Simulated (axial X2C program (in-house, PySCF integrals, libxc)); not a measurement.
**Worked dissociation energy of BTe: CCSD, scalar-relativistic**

All values were computed with an axial X2C code built on PySCF integrals. Spin-free means the one-electron spin-free X2C Hamiltonian. Basis: Te dyall-cv3z [11s12p8d4f1g], B dyall-v3z [7s6p2d1f] (cores contracted in-house); Gaussian nuclei, density fitting, unrestricted open shells. Masses: Te 129.906 u, B 11.009 u.

Molecular state: M_S = 1/2, Λ = 0 (beyond evenly filled blocks: σα).

Correlated methods: 19 electrons correlated (number of frozen shells: Te 4 s, 3 p, 1 d; B 1 s), 225 virtual spin orbitals or spinors in MP2, 109 natural virtuals in coupled cluster.

```
E(Te) (2M_S = 2, M_L = 0) : -6791.497885 hartree
E(B) (2M_S = 1, M_L = 0)  : -24.605281 hartree
E(BTe) at Re              : -6816.230895 hartree
ωe                        : 821.1 cm⁻¹
ωexe                      : 5.9 cm⁻¹
```

(1) Work out De and D0.

The state is a single determinant with fixed occupations, the lowest that a limited PBE0 search found. Dissociation energies refer to the lowest single-determinant-based atoms at the same level and basis. CCSD ran in a truncated set of natural virtual spinors with an MP2 remainder; without triples it tends to underbind. The determinant is spin-polarised beyond a pure state at some levels (its spin-free form has ⟨S²⟩ too high), which makes Re and μ there less reliable. Spin-free De lacks the spin–orbit lowering of the heavy p-block atom, a tenth of an eV or more for 4p and 5p, up to an eV for 6p and one to two eV for 7p atoms, less what an open-shell molecule gains itself.

Each atomic determinant is the lowest at this level and need not be a pure term. Totals compare only within one Hamiltonian and basis.

## Answers

(1) De = -6791.497885 + (-24.605281) − (-6816.230895) = 0.12773 hartree = 3.476 eV. The zero-point energy is ωe/2 − ωexe/4 = 409 cm⁻¹ = 0.051 eV, so D0 = 3.425 eV.
